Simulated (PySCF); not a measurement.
Species: cyclo-(Me2GeO)4, C₈H₂₄Ge₄O₄.
Bonds: Ge1–C2, Ge1–C3, Ge1–O4, Ge1–O16, O4–Ge5, Ge5–C6, Ge5–C7, Ge5–O8, O8–Ge9, Ge9–C10, Ge9–C11, Ge9–O12, O12–Ge13, Ge13–C14, Ge13–C15, Ge13–O16. Hydrogens: H17, H18, H19 on C2; H20, H21, H22 on C3; H23, H24, H25 on C6; H26, H27, H28 on C7; H29, H30, H31 on C10; H32, H33, H34 on C11; H35, H36, H37 on C14; H38, H39, H40 on C15.

Theory: PBE0-D3(BJ)/def2-SVP geometry optimisation, gas phase in PySCF 2.14.0.

Give the optimised bond lengths and angles.

```json
{"bond": "Ge1–C2 and 7 like bonds", "length (Å)": "1.937"}
{"bond": "Ge1–O4 and 7 like bonds", "length (Å)": "1.782"}
{"bond": "C2–H17 and 23 like bonds", "length (Å)": "1.099"}
```

Bonds in one row agree within 0.01 Å and their mean is given. A selection of angles:
```json
{"angle": "C2–Ge1–C3", "degrees": "116.7"}
{"angle": "C2–Ge1–O4", "degrees": "111.2"}
{"angle": "C2–Ge1–O16", "degrees": "106.8"}
{"angle": "C3–Ge1–O4", "degrees": "106.1"}
{"angle": "C3–Ge1–O16", "degrees": "108.6"}
{"angle": "O4–Ge1–O16", "degrees": "107.1"}
{"angle": "Ge1–C2–H17", "degrees": "110.6"}
{"angle": "Ge1–C2–H18", "degrees": "110.2"}
{"angle": "Ge1–C2–H19", "degrees": "108.3"}
{"angle": "H17–C2–H18", "degrees": "108.9"}
{"angle": "Ge1–O4–Ge5", "degrees": "127.5"}
{"angle": "C14–Ge13–C15", "degrees": "116.4"}
```

Dihedral angles: C2–Ge1–O4–Ge5 -40° (synclinal); C2–Ge1–O16–Ge13 140° (anticlinal); Ge1–O4–Ge5–C6 93° (anticlinal); O4–Ge5–O8–Ge9 -76° (synclinal); Ge5–O8–Ge9–C10 139° (anticlinal); O8–Ge9–O12–Ge13 76° (synclinal); Ge9–O12–Ge13–C14 -139° (anticlinal); O12–Ge13–O16–Ge1 -77° (synclinal).

All 8 C–Ge bonds measure 1.936 to 1.937 Å. Of the pairs four or more bonds apart, O16···H31 is among the closest relative to their van der Waals radii: 2.63 Å, 97 % of the sum of Bondi's values. Ge1 (germanium bonded to 2 C and 2 O) is distorted tetrahedral (angles from 106.1° to 116.7°). All 8 Ge–O bonds measure 1.780 to 1.783 Å.

Point group: S4 (tolerance 0.08 Å). Stationary, but not proved a minimum. One conformer, not necessarily the lowest.
